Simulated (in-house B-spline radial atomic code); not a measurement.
# Pb⁵⁺: [Kr] 4d10 4f14 5s2 5p5 5d10 (an excited or competing configuration)

Level of theory: Dirac-Hartree-Fock, average of configuration, Fermi nucleus of rms radius 5.5012 fm; calculated with an all-electron radial atomic-structure program (B-spline basis).

Effective charges: Z_r = [3n² - l(l+1)]/(2<r>) from the radius, Z_e = n√(-2ε) from the energy, and Slater's rules. Values are occupation-weighted means over j. An effective charge above Z reflects the relativistic contraction of the inner shells.

| shell | electrons | ε (eV) | <r> (bohr) | Z_r | Z_e | Slater |
| --- | --- | --- | --- | --- | --- | --- |
| 1s | 2 | -88662 | 0.01605 | 93.43 | 80.73 | 81.70 |
| 2s | 2 | -16061 | 0.06688 | 89.71 | 68.72 | 77.85 |
| 2p | 6 | -13935 | 0.06087 | 82.14 | 64.01 | 77.85 |
| 3s | 2 | -3975.2 | 0.1737 | 77.73 | 51.28 | 70.75 |
| 3p | 6 | -3346.9 | 0.1752 | 71.37 | 47.05 | 70.75 |
| 3d | 10 | -2635.3 | 0.16 | 65.61 | 41.75 | 60.85 |
| 4s | 2 | -987.83 | 0.384 | 62.50 | 34.08 | 54.25 |
| 4p | 6 | -776.01 | 0.4077 | 56.41 | 30.21 | 54.25 |
| 4d | 10 | -509.7 | 0.4296 | 48.88 | 24.48 | 42.85 |
| 5s | 2 | -226.31 | 0.8601 | 43.60 | 20.39 | 24.70 |
| 4f | 14 | -221.6 | 0.4513 | 39.88 | 16.14 | 31.45 |
| 5p | 5 | -165.98 | 0.9669 | 37.75 | 17.46 | 24.70 |
| 5d | 10 | -87.091 | 1.214 | 28.41 | 12.65 | 11.85 |

The least bound orbital is 5d5/2 at -85.86 eV, and it is also the most diffuse (<r> = 1.229 bohr). The part-filled 5p shell lies below the filled 5d shell in orbital energy.

Spin-orbit splittings of the orbital energies (j = l + 1/2 above j = l - 1/2 when positive): 2p 2193 eV, 3p 495.5 eV, 3d 104.5 eV, 4p 122.9 eV, 4d 23.2 eV, 4f 5.21 eV, 5p 23.4 eV, 5d 3.08 eV.

For the 1s electron the small component carries 9.78 % of the norm, the zero-frequency Breit interaction raises the level by 343.3 eV, self-energy by 222.9 eV, and vacuum polarisation lowers it by 47.57 eV.
